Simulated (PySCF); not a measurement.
Job file and geometry (Å, from GFN2-xTB) of an NMR shielding run on SMILES C([Si@H](N=C)C)C, C4H11NSi, PySCF 2.14.0, density-fitted response routines, GIAO PBE0/pcSseg-1 NMR shielding, non-relativistic, gas phase; density fitting, a coarse starting grid and PySCF grid level 2 are the driver's defaults:

```
$ OMP_NUM_THREADS=1 python probes_run.py task.json out

{"job": {"kind": "nmr", "xc": "PBE0", "basis": "pcSseg-1"}, "charge": 0, "multiplicity": 1}
C      2.577388    -0.282603     0.154686
N      1.492588     0.284040     0.392114
Si    -0.053537     0.342585    -0.372314
C     -0.370811     2.190514    -0.657095
C     -1.244287    -0.362103     0.936303
C     -0.959753    -1.816244     1.289890
H      3.410278    -0.149375     0.842258
H      2.775030    -0.920706    -0.711741
H     -0.212293    -0.399915    -1.638493
H     -1.393750     2.361893    -0.974739
H      0.285554     2.589096    -1.423126
H     -0.203253     2.761085     0.250334
H     -2.269532    -0.278620     0.573573
H     -1.184657     0.241320     1.842611
H     -1.659447    -2.179982     2.041390
H     -1.045188    -2.449754     0.409570
H      0.048674    -1.919200     1.684329
```

Task: What does the program print?

Result: 
```
coarse grid: 13856 points
cycle   1  E = -502.7606532845  dE =  3.808e-01  |g| = 5.643e-01  |ddm| = 3.517e+00
cycle   2  E = -502.6678201382  dE =  9.283e-02  |g| = 8.479e-01  |ddm| = 1.269e+00
cycle   3  E = -502.8358983133  dE = -1.681e-01  |g| = 1.519e-01  |ddm| = 8.534e-01
cycle   4  E = -502.8409576613  dE = -5.059e-03  |g| = 2.959e-02  |ddm| = 1.201e-01
cycle   5  E = -502.8411501360  dE = -1.925e-04  |g| = 6.548e-03  |ddm| = 2.898e-02
cycle   6  E = -502.8411597101  dE = -9.574e-06  |g| = 2.184e-03  |ddm| = 7.870e-03
final grid: 126848 points
cycle   7  E = -502.8748449947  dE = -2.993e-05  |g| = 8.154e-03  |ddm| = 2.172e-02
cycle   8  E = -502.8748379134  dE =  7.081e-06  |g| = 9.755e-03  |ddm| = 1.514e-02
cycle   9  E = -502.8748618874  dE = -2.397e-05  |g| = 1.205e-03  |ddm| = 8.381e-03
cycle  10  E = -502.8748621840  dE = -2.966e-07  |g| = 3.759e-04  |ddm| = 1.002e-03
cycle  11  E = -502.8748622124  dE = -2.843e-08  |g| = 8.508e-05  |ddm| = 3.274e-04
cycle  12  E = -502.8748622141  dE = -1.719e-09  |g| = 2.431e-05  |ddm| = 1.121e-04
cycle  13  E = -502.8748622142  dE = -1.337e-10  |g| = 4.590e-06  |ddm| = 2.510e-05
converged SCF energy = -502.8748622142

GIAO shielding tensors (ppm)
atom      isotropic    diamagn.    paramagn.     s11        s22        s33       span
  0 C       15.729     252.507    -236.778    -79.315     -0.120    126.622    205.936
  1 N     -165.710     332.653    -498.364   -577.439   -191.190    271.498    848.938
  2 Si     361.763     882.709    -520.946    337.939    360.498    386.853     48.914
  3 C      188.251     254.469     -66.218    181.176    190.586    192.991     11.815
  4 C      175.949     254.753     -78.804    170.671    176.939    180.237      9.566
  5 C      177.472     246.925     -69.453    170.283    174.282    187.852     17.568
  6 H       23.035      28.474      -5.439     21.719     22.587     24.797      3.078
  7 H       22.922      30.448      -7.526     20.692     22.203     25.870      5.177
  8 H       26.748      31.404      -4.656     23.810     25.153     31.281      7.471
  9 H       31.762      30.956       0.807     27.431     29.348     38.508     11.077
 10 H       31.520      30.423       1.097     27.214     28.446     38.900     11.687
 11 H       31.166      31.288      -0.122     26.867     28.895     37.734     10.867
 12 H       31.164      32.412      -1.248     26.103     30.324     37.066     10.964
 13 H       30.714      32.849      -2.134     25.764     29.953     36.426     10.662
 14 H       30.388      28.294       2.094     25.137     27.900     38.126     12.989
 15 H       30.979      30.571       0.408     26.568     29.007     37.363     10.795
 16 H       30.951      31.036      -0.084     25.806     30.215     36.833     11.027
```

Task: Turn these shieldings into chemical shifts. Referencing at the same level of theory: $^{13}$C (σref 186.93), $^{29}$Si (σref 349.16), $^{1}$H (σref 31.72) against TMS; $^{15}$N (σref 267.73) against NH3.

Result: Averaging equivalent atoms: C 0: 171.2; C 4: 11.0; C 5: 9.5; C 3: -1.3; N 1: 433.4; Si 2: -12.6; H 7: 8.80; H 6: 8.68; H 8: 4.97; H 13: 1.00; H 14/15/16: 0.94; H 12: 0.55; H 9/10/11: 0.23 ppm. Experimental scales use liquid or dissolved standards, which lie at an offset from isolated NH3 (liquid NH3: subtract about 20 ppm). Unscaled 15N shifts of sp2 nitrogen come out 20 to 40 ppm too high even then.

Size and cost of the density-fitted run: 164 basis functions, roughly 60 core-seconds.
